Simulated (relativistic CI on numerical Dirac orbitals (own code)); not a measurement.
# What each ingredient does to the levels of Se⁹⁺

Base calculation: Dirac-Coulomb-Breit CI, orbitals from a KLI potential per configuration, a model potential for QED, unscaled Slater integrals.

CI space (outside the closed core [Ne]): 3s2 3p6 3d7, 3s2 3p5 3d8, 3s2 3p4 3d9, 3s2 3p6 3d6 4s, 3s 3p6 3d8, 3s2 3p6 3d6 4p, 3s2 3p6 3d5 4s2, 3s2 3p6 3d6 4d, 3p6 3d9, 3s2 3p6 3d5 4s 4p, 3s2 3p6 3d6 4f, 3s2 3p6 3d6 5s, 3s2 3p6 3d5 4p2, 3s2 3p6 3d6 5p, 3s2 3p6 3d5 4s 4d, 3s2 3p6 3d6 5d, 3s2 3p6 3d5 4p 4d, 3s2 3p5 3d7 4s, 3s 3p5 3d9, 3s2 3p6 3d6 5f, 3s2 3p6 3d6 6s, 3s2 3p6 3d6 5g, 3s2 3p6 3d6 6p, 3s2 3p6 3d6 6d, 3s2 3p5 3d7 4p, 3s2 3p6 3d5 4d2, 3s2 3p5 3d6 4s2, 3s2 3p4 3d8 4s, 3s2 3p4 3d8 4p, 3s 3p6 3d7 4s, 3s 3p6 3d6 4s2, 3s 3p5 3d8 4s, 3s2 3p5 3d7 5s. Levels of other configurations are missing.

Variants: (1) Breit term removed; (2) only the first 3 configurations. Shifts of the energy above 3s2 3p6 3d7 4F_9/2, in cm⁻¹, for the lowest level and the first level of each name with at least 55 % of one term (blank where a level changes its place among those of its configuration and J or its character, or is not in the variant):

| Level | Base | Δ(1) | Δ(2) |
| --- | --- | --- | --- |
| 3s2 3p6 3d7 4F_9/2 | 0.0 | 0.0 | 0.0 |
| 3s2 3p6 3d7 4F_7/2 | 5334.7 | +128.5 | +9.0 |
| 3s2 3p6 3d7 4F_5/2 | 8772.1 | +181.9 | +28.3 |
| 3s2 3p6 3d7 4F_3/2 | 10976.3 | +192.8 | +45.1 |
| 3s2 3p6 3d7 4P_3/2 | 34559.2 | -355.8 | +1401.1 |
| 3s2 3p6 3d7 4P_5/2 | 35565.0 | -131.4 | +662.8 |
| 3s2 3p6 3d7 2G_9/2 | 38321.0 | +139.5 | +88.0 |
| 3s2 3p6 3d7 4P_1/2 | 38639.4 | +4.0 | +967.7 |
| 3s2 3p6 3d7 2G_7/2 | 43294.2 | +364.3 | +137.8 |
| 3s2 3p6 3d7 2P_1/2 | 49794.1 | +302.0 | +3099.4 |
| 3s2 3p6 3d7 2D_5/2 | 50660.0 | +40.3 | +1064.3 |
| 3s2 3p6 3d7 2H_11/2 | 53300.4 | +481.3 | -396.5 |
| 3s2 3p6 3d7 2H_9/2 | 58274.9 | +621.6 | -358.0 |
| 3s2 3p6 3d7 2D_3/2 | 59459.0 | +548.6 | +1612.8 |

At this charge energies of transitions that change n are usually good to better than 1 %, and those within a shell (Δn = 0) to a few per cent. Terms inside the open d or f shell come out 10 to 20 % too wide with unscaled integrals.

Ionisation energy from the two ground configurations alone: base 255.512 eV. The NIST ASD value (theoretical) is 255 eV.

LS names give the leading component of a level, which can be under half, so a name can repeat, a term be missing and a line seem to break the LS rules.
